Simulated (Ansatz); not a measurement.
Compare A (`F[C@H]1CC(F)(F)[C@H](F)C1(F)F`) with its isomer B (`F[C@@H]1[C@@H](F)CC(F)(F)C1(F)F`).

Gas-phase electronic energies from Ansatz, PBE0-D4/def2-TZVP geometries. CCSD(T)/CBS is the MP2 limit (def2-TZVPP, def2-QZVPP) plus CCSD(T) − MP2 in def2-TZVPP, frozen cores. Functionals use def2-TZVPP. B3LYP here is the variant with VWN-RPA as its local correlation; programs differ in this.

Question: Which is lower in electronic energy at CCSD(T)/CBS, and by how much? (An estimate is asked.)

Answer: Ansatz gave: A, by 4.1 kJ/mol.

Question: Give E(B) − E(A) in kJ/mol with PBE0-D4, CCSD/def2-TZVPP, PBE-D4, MP2/def2-TZVPP, r2SCAN-D4, HF/def2-TZVPP, B3LYP-D4. (Estimate.)

Answer: The calculation gave: PBE0-D4 3.3, CCSD/def2-TZVPP 4.0, PBE-D4 2.8, MP2/def2-TZVPP 4.0, r2SCAN-D4 3.6, HF/def2-TZVPP 4.1, B3LYP-D4 3.6. None reverses the order clearly.

Question: Does the order hold for the free energy at 298.15 K (harmonic terms from PBE0-D4)? (Best estimate.)

Answer: Computed: Yes: G(B) − G(A) = +4.2 kJ/mol. Modes under 60 cm⁻¹, often nearly free rotors, make the harmonic entropy too high.

Largest T1 diagnostic: 0.012.

Leaving LDA and LC-ωPBE aside and taking each functional with its dispersion term where it has one, the values, not all of them listed here, spread over 1.2 kJ/mol, from PBE-D4 to ωB97M-V.
